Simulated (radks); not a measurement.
Values are calculated unless marked as measured or tabulated.
Valence configurations of Fe+ (all share [Ar]). Code: a radial shooting solver on a logarithmic mesh with Libxc functionals. Model: non-relativistic Kohn-Sham, TPSS, spin-polarised, spherical densities, point nucleus; open shells are filled with parallel spins first; meta-GGA in the generalised Kohn-Sham scheme. Energies are relative to 3d6 4s1; eigenvalues in eV for spin up.

valence          E (eV)  moment (Bohr magnetons)    e(3d)    e(4p)    e(4s)
3d6 4s1           0.000                        5  -17.583        -  -12.832
3d5 4s2           3.909                        5  -23.784        -  -14.356
3d4.5 4s2 4p0.5  12.119                        5  -27.661   -9.853  -15.840
3d5 4s1 4p1       7.293                        7  -24.940   -9.835  -15.635
3d7               0.274                        3  -12.444        -        -
3d4.5 4s1.5 4p1  14.012                        6  -28.236  -10.455  -16.525
3d5.5 4s1 4p0.5   3.208                        6  -21.166   -8.799  -14.271
3d4 4s2 4p1      21.748                        5  -31.642  -10.905  -17.225
3d6 4p1           5.145                        5  -18.896   -8.396        -
3d3.5 4s2 4p1.5  32.882                        5  -35.723  -11.901  -18.544

NIST lists [Ar] 3d6 4s1 as the ground configuration; this level of theory agrees among the configurations tried. The energies are those of spherical high-spin densities, not of single terms.
